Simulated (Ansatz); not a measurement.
Ansatz (a program for electronic structure) input (wB97X-V/def2-TZVPD):

Ansatz 0.2 input:
```yaml
crystal:
  periodic: [false, false, false]
  atoms:
    - {symbol: C, position_ang: [3.23940282, -0.32699209, -0.08715082]}
    - {symbol: O, position_ang: [1.89702956, -0.12277584, -0.49287007]}
    - {symbol: Si, position_ang: [0.61742486, -0.14952394, 0.54408474]}
    - {symbol: C, position_ang: [-0.91479912, 0.17035952, -0.47704399]}
    - {symbol: C, position_ang: [-2.20526692, 0.18226455, 0.31871381]}
    - {symbol: O, position_ang: [-3.28476482, 0.43570567, -0.58121566]}
    - {symbol: H, position_ang: [3.55712037, 0.43252020, 0.63471508]}
    - {symbol: H, position_ang: [3.37328281, -1.31621323, 0.36275076]}
    - {symbol: H, position_ang: [3.87524026, -0.25660649, -0.96953294]}
    - {symbol: H, position_ang: [0.54262214, -1.46754078, 1.23211776]}
    - {symbol: H, position_ang: [0.79017062, 0.88723544, 1.59833431]}
    - {symbol: H, position_ang: [-0.79487154, 1.13022105, -0.98756931]}
    - {symbol: H, position_ang: [-0.97625041, -0.59512443, -1.25589632]}
    - {symbol: H, position_ang: [-2.16704238, 0.95888235, 1.09312112]}
    - {symbol: H, position_ang: [-2.35004618, -0.78192011, 0.82239023]}
    - {symbol: H, position_ang: [-4.10831230, 0.44465067, -0.08204526]}
basis:
  gaussian:
    orbitals: def2-TZVPD
hamiltonian:
  xc: {name: wB97X-V}
output: {forces: true}
```

End of the output:

```
integrals: 0.46 GiB planned
1684 factors; their error is unknown
integrals: 0.50 GiB planned
666 factors; integrals over basis functions are off by at most 8.8e-6 eV
0.53 GiB of the device are held for the grids
2.41 GiB of device memory are held for the factors and their scratch space
mean field: 2.90 GiB planned
mean field evaluation 1: about -15239.3698 eV, gradient 6.2e1 eV
mean field evaluation 2: about -15239.8462 eV, gradient 6.3e1 eV
mean field evaluation 4: about -15246.4407 eV, gradient 2.6e0 eV
mean field evaluation 8: about -15246.4738 eV, gradient 5.4e-2 eV
mean field evaluation 16: about -15246.4445 eV, gradient 7.7e-5 eV
mean field -15246.44449235 eV, -560.2965006825 hartree, gradient 2.5e-5 eV, S^2 0.000000; 0 other end points of the search recorded, 0 dependent functions left out
the calculation of the forces begins
reference -15246.44448906 eV, -560.2965005618 hartree; 29, 29 occupied and 295, 295 virtual orbitals, 1684 factors
Total energy: -15246.44448906 eV, -560.2965005618 hartree
Atom 0 at     3.239403    -0.326992    -0.087151 Å, force    -0.107806     0.011457    -0.000794 eV/Å
Atom 1 at     1.897030    -0.122776    -0.492870 Å, force     0.018386    -0.000809    -0.007223 eV/Å
Atom 2 at     0.617425    -0.149524     0.544085 Å, force    -0.004259     0.012767    -0.079216 eV/Å
Atom 3 at    -0.914799     0.170360    -0.477044 Å, force     0.058264    -0.014604     0.054519 eV/Å
Atom 4 at    -2.205267     0.182265     0.318714 Å, force    -0.040485     0.014097    -0.063277 eV/Å
Atom 5 at    -3.284765     0.435706    -0.581216 Å, force     0.020680    -0.015711     0.087042 eV/Å
Atom 6 at     3.557120     0.432520     0.634715 Å, force     0.006702     0.058602     0.045598 eV/Å
Atom 7 at     3.373283    -1.316213     0.362751 Å, force    -0.006783    -0.069674     0.025649 eV/Å
Atom 8 at     3.875240    -0.256606    -0.969533 Å, force     0.039163     0.005380    -0.061068 eV/Å
Atom 9 at     0.542622    -1.467541     1.232118 Å, force     0.001690    -0.062085     0.027473 eV/Å
Atom 10 at     0.790171     0.887235     1.598334 Å, force     0.013396     0.049261     0.044790 eV/Å
Atom 11 at    -0.794872     1.130221    -0.987569 Å, force     0.007043     0.076620    -0.039425 eV/Å
Atom 12 at    -0.976250    -0.595124    -1.255896 Å, force    -0.007424    -0.060989    -0.060826 eV/Å
Atom 13 at    -2.167042     0.958882     1.093121 Å, force    -0.016588     0.063696     0.038397 eV/Å
Atom 14 at    -2.350046    -0.781920     0.822390 Å, force    -0.030383    -0.067528     0.017989 eV/Å
Atom 15 at    -4.108312     0.444651    -0.082045 Å, force     0.048403    -0.000481    -0.029627 eV/Å
Dipole moment:     0.062843    -0.064034     0.369261 e Å
```
